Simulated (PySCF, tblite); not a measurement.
Isomers of C5H9OPS. Method: GFN2-xTB as coded in tblite; computed harmonic values from a numerical Hessian at the method's own geometry, unscaled. Errors from tens to a few hundred cm⁻¹ against measured bands are possible. Modes of hydrogen on phosphorus can be 10 to 20 % off. One conformer each.

Electronic energies: PBE0/pcSseg-1 single points on the GFN2-xTB geometries (PySCF, gas phase).

```tsv
SMILES	electronic energy, lowest = 0 (kJ/mol)
C=C[C@@H]1C[P@]1(=S)CO	196.3
O=C1CC[PH](=S)CC1	0.0
CC[P@@]1(=S)C=C1OC	236.6
```

**Question.** How do GFN2-xTB zero-point energies change the relative energies?

**Answer.** 
```json
{"SMILES": "O=C1CC[PH](=S)CC1", "ZPE (kJ/mol)": "342.2", "of it from modes above 1550 cm⁻¹": "165.5", "electronic (kJ/mol)": "0.0", "with ZPE, lowest = 0 (kJ/mol)": "0.0", "lowest mode (cm⁻¹)": "61", "rings": "1"}
{"SMILES": "C=C[C@@H]1C[P@]1(=S)CO", "ZPE (kJ/mol)": "335.4", "of it from modes above 1550 cm⁻¹": "175.5", "electronic (kJ/mol)": "196.3", "with ZPE, lowest = 0 (kJ/mol)": "189.5", "lowest mode (cm⁻¹)": "37", "rings": "1"}
{"SMILES": "CC[P@@]1(=S)C=C1OC", "ZPE (kJ/mol)": "336.7", "of it from modes above 1550 cm⁻¹": "172.1", "electronic (kJ/mol)": "236.6", "with ZPE, lowest = 0 (kJ/mol)": "231.2", "lowest mode (cm⁻¹)": "47", "rings": "1"}
```

The zero-point energies span 6.8 kJ/mol, from `C=C[C@@H]1C[P@]1(=S)CO` to `O=C1CC[PH](=S)CC1`. The order is unchanged.

**Question.** And how do the electronic energies of GFN2-xTB itself compare?

**Answer.** `O=C1CC[PH](=S)CC1` 0.0; `C=C[C@@H]1C[P@]1(=S)CO` 218.2; `CC[P@@]1(=S)C=C1OC` 240.6 kJ/mol, lowest = 0. Against the energies above, taken from the same isomer `O=C1CC[PH](=S)CC1`, the largest difference is 21.9 kJ/mol.

**Question.** What do entropy and thermal enthalpy add at 298.15 K and 1 bar (rigid rotor, harmonic oscillator, one conformer each)?

**Answer.** 
| SMILES | point group | symmetry number | S (J/(mol K)) | H − H(0) (kJ/mol) | ZPE + H − H(0) − TS (kJ/mol) |
| --- | --- | --- | --- | --- | --- |
| O=C1CC[PH](=S)CC1 | Cs | 1 | 382.9 | 24.83 | 252.8 |
| C=C[C@@H]1C[P@]1(=S)CO | C1 | 1 | 424.6 | 29.55 | 238.3 |
| CC[P@@]1(=S)C=C1OC | C1 | 1 | 435.8 | 31.05 | 237.8 |
